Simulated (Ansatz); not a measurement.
C$_{2}$H$_{9}$AlOSi, SMILES `C[SiH](C)[AlH][OH]`, relaxed with RKS PBE-D4/def2-SVP in Ansatz 0.2.0 from a rough embedded geometry. The force threshold is 0.03 eV/Å; the program also tests the step.

Charge 0, multiplicity 1.

Start:

```xyz
14

C    -0.041    1.752    0.258
Si   -0.161    0.207   -0.702
C     1.562   -0.388   -0.998
Al   -1.352   -1.483    0.471
O    -0.743   -1.955    2.185
H     0.403    1.597    1.246
H    -1.122    2.131    0.455
H     0.455    2.522   -0.312
H    -0.846    0.480   -2.023
H     2.138    0.376   -1.618
H     1.533   -1.324   -1.623
H     2.082   -0.597   -0.088
H    -2.716   -2.036   -0.050
H    -1.190   -1.282    2.801
```

Question: By how much does the energy fall, and how many steps does the optimiser take? (Estimate.)

Answer: The calculation gave: 19.21 kcal/mol, in 44 steps, 8 of them rejected.

Question: Which bonds change most? (Best estimate.)

Answer: Ansatz gave: Al4–O5 from 1.879 to 1.732 Å; Si2–Al4 from 2.377 to 2.457 Å; C1–Si2 from 1.822 to 1.902 Å; Si2–C3 from 1.847 to 1.906 Å.

Question: Give the relaxed structure. (Estimate.)

Answer: The calculation gave: 
```xyz
14

C     0.135    1.802    0.395
Si   -0.111    0.223   -0.636
C     1.556   -0.373   -1.342
Al   -1.230   -1.516    0.689
O    -1.845   -0.972    2.214
H     0.797    1.605    1.262
H    -0.832    2.171    0.790
H     0.594    2.608   -0.215
H    -1.004    0.563   -1.815
H     2.020    0.420   -1.964
H     1.426   -1.273   -1.978
H     2.266   -0.628   -0.529
H    -1.452   -3.066    0.308
H    -2.319   -1.562    2.823
```
